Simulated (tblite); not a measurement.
C5H11OP.
Geometry (GFN2-xTB, Å), atoms numbered from 1 in this order:
```xyz
18
C5H11OP angstrom
C      2.527   -0.375   -0.020
O      1.419    0.456    0.219
C      0.190   -0.128   -0.126
C     -0.140   -0.211   -1.630
P     -1.930    0.241   -1.307
C     -1.005    0.756    0.257
C     -1.651    0.525    1.607
H      2.451   -1.308    0.553
H      2.624   -0.620   -1.084
H      3.405    0.179    0.305
H      0.102   -1.125    0.337
H      0.352    0.594   -2.179
H      0.045   -1.158   -2.133
H     -2.259   -1.030   -0.796
H     -0.706    1.803    0.150
H     -2.541    1.142    1.711
H     -1.939   -0.518    1.723
H     -0.952    0.782    2.402
```

Computed with GFN2-xTB (tblite): harmonic, unscaled wavenumbers at the GFN2-xTB geometry, gas phase. The method is semi-empirical: single wavenumbers can be off by several per cent or more. Modes of hydrogen on phosphorus can be 10 to 20 % off. One conformer, not necessarily the lowest.

Harmonic wavenumbers (cm⁻¹): 85.4, 105.7, 171.9, 192.9, 216.2, 242.2, 334.4, 401.0, 482.4, 509.5, 671.9, 720.5, 746.8, 824.9, 860.2, 938.7, 989.7, 1010.2, 1032.0, 1055.7, 1103.4, 1124.3, 1133.4, 1136.0, 1152.6, 1166.1, 1198.7, 1245.4, 1297.6, 1336.3, 1402.5, 1404.8, 1435.0, 1470.9, 1488.0, 1490.3, 1491.4, 2202.2, 2830.0, 2893.6, 2922.3, 2942.9, 2979.6, 2991.4, 3015.2, 3022.1, 3026.7, 3028.0.

A = 3408, B = 1557, C = 1151 MHz; mass 118.055 u (most abundant isotopes); point group C1, symmetry number 1.

Problem. What is the zero-point energy?

Solution. ½Σν̃ = 32761 cm⁻¹ = 93.67 kcal/mol.

Problem. What is S at 200 K and 1 bar for an ideal gas of classical rigid rotors and harmonic oscillators?

Solution. Translation 38.26, rotation 27.17, vibration 13.19: S = 78.6 cal/(mol K).

Problem. And Cp and H(200 K) − H(0)?

Solution. Cp = 24.22 cal/(mol K), of which vibrations give 16.27 (their classical limit is 48 R = 95.4); H(200 K) − H(0) = 3.15 kcal/mol without the zero-point energy, 1.56 from vibrations.

Problem. Which modes carry the vibrational entropy at 200 K?

Solution. 85.4 cm⁻¹: 2.99; 105.7 cm⁻¹: 2.58; 171.9 cm⁻¹: 1.69; 192.9 cm⁻¹: 1.49; 216.2 cm⁻¹: 1.30; 242.2 cm⁻¹: 1.12 cal/(mol K); the other 42 give 2.04 together.

Problem. What must be added to the electronic energy to get the Gibbs energy at 200 K and 1 bar?

Solution. ZPE + [H(200 K) − H(0)] − T·S = 93.67 + 3.15 − 15.72 = 81.10 kcal/mol.

Problem. How do the functions run with temperature in this model?

Solution. 
```
T (K)  S (cal/(mol K))  Cp (cal/(mol K))  H − H(0) (kcal/mol)  G − H(0) (kcal/mol)  ln q(vib)
  100             64.9              16.2                 1.13                -5.36       0.84
  300             90.1              33.2                 6.01               -21.01       4.71
  500            111.3              50.9                14.49               -41.19       8.86
  800            139.5              68.7                32.66               -78.93      15.18
 1000            155.7              76.4                47.21              -108.48      19.23
```

q(vib) and H(0) count from the zero-point level.

Problem. Blend soft modes into free rotors: weight 1/[1 + (100 cm⁻¹/ν̃)⁴] for the oscillator and the rest for a rotor with moment μB/(μ + B), μ = h/(8π²ν), B = 10⁻⁴⁴ kg m². What vibrational entropy results?

Solution. 12.96 cal/(mol K) in place of 13.19, which changes −T·S at 200 K by +0.05 kcal/mol.

Hindered rotation and anharmonicity are outside this model. Other conformers, if any are populated, would add a mixing term that is left out. The structure is chiral; the term R ln 2 for an equal mix with its mirror image is left out.
